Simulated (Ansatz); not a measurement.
Relaxation of ClH7SiSn (10 atoms, charge 0, multiplicity 1), to a largest force component of 0.03 eV/Å in at most 50 steps.

The calculation used RKS LDA/def2-mTZVP in Ansatz.

```xyz
10
Properties=species:S:1:pos:R:3:forces:R:3
Sn -0.489 -0.011 -0.438 0.17 0.01 -0.46
Cl 0.187 0.133 3.117 -0.53 -0.17 0.27
H 0.931 0.154 0.474 0.02 0.01 0.00
H -0.566 1.265 -1.582 0.00 0.00 -0.04
H -0.425 -1.476 -1.328 0.00 -0.01 0.01
Si -2.669 0.053 0.803 -0.21 -0.03 0.17
H -3.696 -0.778 0.099 -0.02 0.01 0.00
H -2.545 -0.528 2.195 0.00 -0.02 0.02
H -3.194 1.443 0.976 0.02 0.01 0.01
H -1.090 -0.254 2.918 0.55 0.19 0.03
```

Where does it end, and by what steps?

It converged. The force dipped under the threshold on the way, but the program's further checks kept it going. After 38 steps the energy has fallen by 0.129 eV; Cl2 moved furthest, 1.09 Å.

| step | energy less start (eV) | largest force component (eV/Å) | accepted |
| --- | --- | --- | --- |
| 0 | 0.0000 | 0.552 | yes |
| 2 | -0.0808 | 0.391 | yes |
| 4 | -0.0873 | 0.327 | yes |
| 6 | -0.0973 | 0.054 | yes |
| 8 | -0.0995 | 0.026 | yes |
| 10 | -0.1006 | 0.102 | no |
| 12 | -0.1041 | 0.047 | yes |
| 14 | -0.1052 | 0.052 | yes |
| 16 | -0.1063 | 0.048 | yes |
| 18 | -0.1072 | 0.086 | yes |
| 20 | -0.1103 | 0.166 | yes |
| 22 | -0.1108 | 0.408 | no |
| 24 | -0.1202 | 0.088 | yes |
| 26 | -0.1214 | 0.305 | no |
| 28 | -0.1258 | 0.038 | yes |
| 30 | -0.1274 | 0.049 | yes |
| 32 | -0.1281 | 0.049 | yes |
| 34 | -0.1285 | 0.096 | yes |
| 36 | -0.1290 | 0.008 | yes |
| 38 | -0.1293 | 0.026 | yes |

```xyz
10
Properties=species:S:1:pos:R:3
Sn -0.496 0.129 -0.438
Cl 0.211 -0.958 3.033
H 0.663 1.157 0.282
H -0.766 0.640 -2.055
H 0.072 -1.483 -0.456
Si -2.704 0.272 0.809
H -3.752 -0.609 0.203
H -2.531 -0.199 2.239
H -3.218 1.676 0.889
H -1.035 -0.626 2.729
```

Whether the end is a true minimum wasn't checked by a vibrational analysis.

The run took 28 s on 4 threads of Arm Neoverse V1 (shared host), peak memory 0.15 GiB.
